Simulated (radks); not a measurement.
Valence configurations of I (all share [Kr]). Calculated with a radial shooting solver on a logarithmic mesh with Libxc functionals: Dirac Kohn-Sham, LDA (Slater exchange, Perdew-Wang correlation), spin-unpolarised, spherical densities, finite nucleus; open shells fill j = l - 1/2 first; Fermi nuclear charge, rms radius 4.75 fm. Energies are relative to 4d10 5s2 5p5; eigenvalues in eV.

valence,E (eV),e(4d3/2),e(4d5/2),e(5p1/2),e(5p3/2),e(5s1/2)
4d10 5s2 5p5,0.000,-51.204,-49.480,-7.904,-6.875,-17.567
4d9.5 5s2 5p5.5,21.983,-54.486,-52.727,-8.508,-7.400,-18.508
4d9 5s2 5p6,45.328,-57.769,-55.975,-9.107,-7.921,-19.432
4d10 5s1 5p6,10.809,-52.595,-50.867,-8.507,-7.430,-18.354
4d10 5s1.5 5p5.5,5.376,-51.907,-50.181,-8.210,-7.156,-17.966
4d9.5 5s1.5 5p6,27.565,-55.168,-53.408,-8.805,-7.674,-18.893

NIST lists [Kr] 4d10 5s2 5p5 as the ground configuration; this level of theory agrees among the configurations tried. The energies are those of spherical spin-averaged densities, not of single terms.
